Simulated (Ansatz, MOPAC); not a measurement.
Molecule: BI2, net charge 1, singlet state. SMILES of the parent species: I[B]I

Atoms: I1, B2, I3. Bonds: I1-B2, B2-I3.

Bond lengths (Å) and angles (degrees) optimised at PM6 with MOPAC; PM7 with MOPAC; HF/3-21G with Ansatz (a quantum-chemistry and plane-wave program); HF/6-31G* with LANL2DZ past Ar with Ansatz; PBE/6-31G* with LANL2DZ past Ar with Ansatz; B3LYP/6-31G* with LANL2DZ past Ar with Ansatz, each started from the B3LYP-D3(BJ)/def2-TZVP structure (Ansatz) of the last column. A row stands for all coordinates that are equal there. 6-31G* holds six Cartesian d functions. No wavenumbers were computed at PBE/6-31G* with LANL2DZ past Ar, so these may be saddle points.

```tsv
coordinate	PM6	PM7	HF/3-21G	HF/6-31G* with LANL2DZ past Ar	PBE/6-31G* with LANL2DZ past Ar	B3LYP/6-31G* with LANL2DZ past Ar	B3LYP-D3(BJ)/def2-TZVP
I1-B2	1.999	1.916	2.019	1.979	1.976	1.971	1.974
I1-B2-I3	180.0	180.0	180.0	180.0	180.0	180.0	180.0
```

Mean signed difference of all 2 bond lengths from B3LYP-D3(BJ)/def2-TZVP: PM6 0.024 Å, PM7 -0.059 Å, HF/3-21G 0.045 Å, HF/6-31G* with LANL2DZ past Ar 0.004 Å, PBE/6-31G* with LANL2DZ past Ar 0.002 Å, B3LYP/6-31G* with LANL2DZ past Ar -0.004 Å.
